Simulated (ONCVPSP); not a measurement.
## PBEsol ONCV dataset for Br (Z = 35), scalar-relativistic all-electron reference.

The input file (ONCVPSP 4.0.1):

```
# ATOM AND REFERENCE CONFIGURATION
# atsym  z   nc   nv     iexc    psfile
  Br 35.00    6    2  -116133      upf
#
#   n    l    f
    1    0    2.00
    2    0    2.00
    2    1    6.00
    3    0    2.00
    3    1    6.00
    3    2   10.00
    4    0    2.00
    4    1    5.00
#
# PSEUDOPOTENTIAL AND OPTIMIZATION
# lmax
    2
#
#   l,   rc,      ep,       ncon, nbas, qcut
    0    1.55    0.00    4    7    3.30
    1    1.85    0.00    4    7    4.50
    2    1.70    0.34    5   10    5.80
#
# LOCAL POTENTIAL
# lloc, lpopt,  rc(5),   dvloc0
    4    5    1.40   -1.00
#
# VANDERBILT-KLEINMAN-BYLANDER PROJECTORs
# l, nproj, debl
    0    2    3.10
    1    2    1.30
    2    2    2.00
#
# MODEL CORE CHARGE
# icmod, fcfact, rcfact
    0    0.00    0.00
#
# LOG DERIVATIVE ANALYSIS
# epsh1, epsh2, depsh
   -2.00    5.00    0.02
#
# OUTPUT GRID
# rlmax, drl
    6.00    0.01
#
# TEST CONFIGURATIONS
# ncnf
    4
# nvcnf
#   n    l    f
    2
    4    0    2.00
    4    1    4.00
#
    2
    4    0    2.00
    4    1    3.00
#
    2
    4    0    2.00
    4    1    2.00
#
    2
    4    0    1.00
    4    1    5.00
#
```

Command:

```bash
oncvpsp.x < Br.dat > Br.out
```

Output (shortened: citation, most of the input echo, consistency checks and plot data are left out):

```
ONCVPSP  (Optimized Norm-Conservinng Vanderbilt PSeudopotential)
scalar-relativistic version 4.0.1

#   n    l    f        energy (Ha)
    1    0    2.00    -4.8906025E+02
    2    0    2.00    -6.3643278E+01
    2    1    6.00    -5.6147696E+01
    3    0    2.00    -8.7328206E+00
    3    1    6.00    -6.3670451E+00
    3    2   10.00    -2.4516411E+00
    4    0    2.00    -7.3990576E-01
    4    1    5.00    -2.8867542E-01

Reference configufation results
  iterations    24
  all-electron total energy (Ha)   -2.60468926D+03

Begin loop to  construct optimized pseudo wave functions
and semi-local pseudopoentials for all angular momenta

   Wellstate for l =  0  n =  6
     eigenvalue =   2.3601
     asymptotic potential =   2.8601
     half-point radius =  3.3887

Calculating optimized projector #   1

 for l=   0

    Fraction of norm inside rc  0.471704
    Optimizing pswf for qcut=   3.31 a_B^-1,  ecut=   5.47 Ha
    Residual kinetic energy error=  4.23D-02 Ha

    Energy error per electron        Cutoff
         Ha          eV             Ha
         0.01000     0.27211       16.69
         0.00100     0.02721       44.01
         0.00010     0.00272       52.50
         0.00001     0.00027       72.97

Calculating optimized projector #   2

 for l=   0

    Fraction of norm inside rc  0.086938
    Optimizing pswf for qcut=   3.31 a_B^-1,  ecut=   5.47 Ha
    Residual kinetic energy error=  1.16D-01 Ha

    Energy error per electron        Cutoff
         Ha          eV             Ha
         0.01000     0.27211       10.68
         0.00100     0.02721       37.76
         0.00010     0.00272       50.03
         0.00001     0.00027       70.78

   Wellstate for l =  1  n =  5
     eigenvalue =   1.0113
     asymptotic potential =   1.5113
     half-point radius =  3.3444

Calculating optimized projector #   1

 for l=   1

    Fraction of norm inside rc  0.443811
    Optimizing pswf for qcut=   4.50 a_B^-1,  ecut=  10.13 Ha
    Residual kinetic energy error=  7.40D-04 Ha

    Energy error per electron        Cutoff
         Ha          eV             Ha
         0.01000     0.27211        3.45
         0.00100     0.02721        9.30
         0.00010     0.00272       34.66
         0.00001     0.00027       43.35

Calculating optimized projector #   2

 for l=   1

    Fraction of norm inside rc  0.213237
    Optimizing pswf for qcut=   4.50 a_B^-1,  ecut=  10.13 Ha
    Residual kinetic energy error=  1.30D-03 Ha

    Energy error per electron        Cutoff
         Ha          eV             Ha
         0.01000     0.27211        4.33
         0.00100     0.02721       10.69
         0.00010     0.00272       23.46
         0.00001     0.00027       41.52

   Wellstate for l =  2  n =  4
     eigenvalue =   0.3400
     asymptotic potential =   0.8400
     half-point radius =  4.0795

   Wellstate for l =  2  n =  5
     eigenvalue =   2.3400
     asymptotic potential =   2.8400
     half-point radius =  2.8897

Calculating optimized projector #   1

 for l=   2

    Fraction of norm inside rc  0.133561
    Optimizing pswf for qcut=   5.80 a_B^-1,  ecut=  16.84 Ha
    Residual kinetic energy error=  8.60D-04 Ha

    Energy error per electron        Cutoff
         Ha          eV             Ha
         0.01000     0.27211        6.17
         0.00100     0.02721       16.16
         0.00010     0.00272      110.50
         0.00001     0.00027      131.26

Calculating optimized projector #   2

 for l=   2

    Fraction of norm inside rc  0.271135
    Optimizing pswf for qcut=   5.80 a_B^-1,  ecut=  16.84 Ha
    Residual kinetic energy error=  8.80D-02 Ha

    Energy error per electron        Cutoff
         Ha          eV             Ha
         0.01000     0.27211       93.08
         0.00100     0.02721      155.82
         0.00010     0.00272      170.58
         0.00001     0.00027      201.41

Construct Vanderbilt / Kleinmman-Bylander projectors

B matrix Hermiticity error, ll=   0
   1   2   -2.6060E-04

  Orthonormal projector coefficients  1.0176E+01  2.7617E+00

B matrix Hermiticity error, ll=   1
   1   2    1.0052E-04

  Orthonormal projector coefficients  5.1413E+00  9.4230E-01

B matrix Hermiticity error, ll=   2
   1   2    1.2206E-04

  Orthonormal projector coefficients  2.8553E+02  1.3460E+00

Pseudoatom total energy  -13.389180

Diagnostic tests using Vanderbilt-Kleinman-Bylander pseudopotentials
  1 or more projectors used as specified by nproj input data

   l    rcore       rmatch      e in        delta e   norm test  slope test

   0   1.5573513   1.6046358  -0.7399058  -0.0000066   1.0000549   1.0000781
   0   1.5573513   1.6046358   2.3600942   0.0000035   1.0003775   1.0003775

   1   1.8523712   1.9086132  -0.2886754  -0.0000017   1.0000390   1.0000548
   1   1.8523712   1.9086132   1.0113246   0.0000005   1.0001795   1.0001795

   2   1.7035555   1.7552791   0.3400000   0.0000129   1.0001196   1.0001196
   2   1.7035555   1.7552791   2.3400000   0.0000137   1.0001996   1.0001996

 Testing for bound ghosts
   n   l    E NL Schr. Eq   E Basis Diag.   E Cutoff

   1   0       -0.739912       -0.737695     77.14

   2   1       -0.288677       -0.284534     64.48

 Testing for highly-localized positive-energy ghosts
       l    <radius>/rc     E Basis Diag.   E Cutoff

       0        0.863425        5.898078     77.14  WARNING - GHOST(+)

       2        0.515811       48.232204    190.06  WARNING - GHOST(+)

       2        0.411981       77.070598    190.06  WARNING - GHOST(+)

       2        0.370378      115.467935    190.06  WARNING - GHOST(+)

       2        0.633377      373.087971    190.06  WARNING - GHOST(+)

Test configuration 0

   n   l     f        eae           eps        diff
   1   0  2.0000 -489.06024885
   2   0  2.0000  -63.64327771
   2   1  6.0000  -56.14769648
   3   0  2.0000   -8.73282064
   3   1  6.0000   -6.36704511
   3   2 10.0000   -2.45164107
   4   0  2.0000   -0.73990576   -0.73991240   -6.64D-06
   4   1  5.0000   -0.28867542   -0.28867710   -1.68D-06

    Total energies and differences
      AE_ref= -2.60468926D+03  AE_tst= -2.60468926D+03  dif=  0.00D+00
      PS_ref= -1.33891797D+01  PS_tst= -1.33891797D+01  dif= -8.88D-15
      PSP excitation error=  8.88D-15

Test configuration 1

   n   l     f        eae           eps        diff
   1   0  2.0000 -489.47823197
   2   0  2.0000  -64.05788341
   2   1  6.0000  -56.56275447
   3   0  2.0000   -9.14512618
   3   1  6.0000   -6.77925783
   3   2 10.0000   -2.86325146
   4   0  2.0000   -1.11729592   -1.11745316   -1.57D-04
   4   1  4.0000   -0.64219935   -0.64237978   -1.80D-04

    Total energies and differences
      AE_ref= -2.60468926D+03  AE_tst= -2.60422792D+03  dif=  4.61D-01
      PS_ref= -1.33891797D+01  PS_tst= -1.29276819D+01  dif=  4.61D-01
      PSP excitation error= -1.59D-04

Test configuration 2

   n   l     f        eae           eps        diff
   1   0  2.0000 -489.96371858
   2   0  2.0000  -64.53685377
   2   1  6.0000  -57.04257011
   3   0  2.0000   -9.61954178
   3   1  6.0000   -7.25346493
   3   2 10.0000   -3.33630367
   4   0  2.0000   -1.53830252   -1.53871872   -4.16D-04
   4   1  3.0000   -1.03794256   -1.03845152   -5.09D-04

    Total energies and differences
      AE_ref= -2.60468926D+03  AE_tst= -2.60339109D+03  dif=  1.30D+00
      PS_ref= -1.33891797D+01  PS_tst= -1.20903706D+01  dif=  1.30D+00
      PSP excitation error= -6.36D-04

Test configuration 3

   n   l     f        eae           eps        diff
   1   0  2.0000 -490.50774223
   2   0  2.0000  -65.07078415
   2   1  6.0000  -57.57779104
   3   0  2.0000  -10.14628058
   3   1  6.0000   -7.77985636
   3   2 10.0000   -3.86092786
   4   0  2.0000   -1.99335586   -1.99400404   -6.48D-04
   4   1  2.0000   -1.46711913   -1.46802138   -9.02D-04

    Total energies and differences
      AE_ref= -2.60468926D+03  AE_tst= -2.60214127D+03  dif=  2.55D+00
      PS_ref= -1.33891797D+01  PS_tst= -1.08396325D+01  dif=  2.55D+00
      PSP excitation error= -1.55D-03

Test configuration 4

   n   l     f        eae           eps        diff
   1   0  2.0000 -489.53744221
   2   0  2.0000  -64.11598528
   2   1  6.0000  -56.62050534
   3   0  2.0000   -9.20387836
   3   1  6.0000   -6.83766726
   3   2 10.0000   -2.92054865
   4   0  1.0000   -1.14733034   -1.14692276    4.08D-04
   4   1  5.0000   -0.66634672   -0.66644329   -9.66D-05

    Total energies and differences
      AE_ref= -2.60468926D+03  AE_tst= -2.60374988D+03  dif=  9.39D-01
      PS_ref= -1.33891797D+01  PS_tst= -1.24498592D+01  dif=  9.39D-01
      PSP excitation error=  5.78D-05
```

The run took about 3.6 s on one core of a shared server CPU.
